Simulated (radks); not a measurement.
The numbers below are computed, except where a source is named.
Q: These are the eigenvalues of the occupied orbitals of an atom or ion with whole-number occupations (eV). Code: a radial shooting solver on a logarithmic mesh with Libxc functionals. Model: Dirac Kohn-Sham, B86b exchange with PBE correlation, spin-unpolarised, spherical densities, point nucleus.

| orbital | eigenvalue |
|---|---|
| 1s1/2 | -2086.423 |
| 2s1/2 | -175.5684 |
| 2p1/2 | -126.6591 |
| 2p3/2 | -125.7410 |
| 3s1/2 | -14.6888 |
| 3p1/2 | -6.1183 |
| 3p3/2 | -6.0619 |

Which element is it, and in what charge state? The configuration may be excited. Open shells, if any, fill j = l - 1/2 first.

A: Z = 15, phosphorus, charge 0: P in [Ne] 3s1 3p4. The list shows which subshells hold electrons but not how many an open one holds; the 1s level, -76.675 hartree, gives Z - s = 12.4 by -(Z - s)^2/2, which with screening and relativity narrows Z to a few neighbours, and the depths of the outer levels then fix element, charge and occupations together.
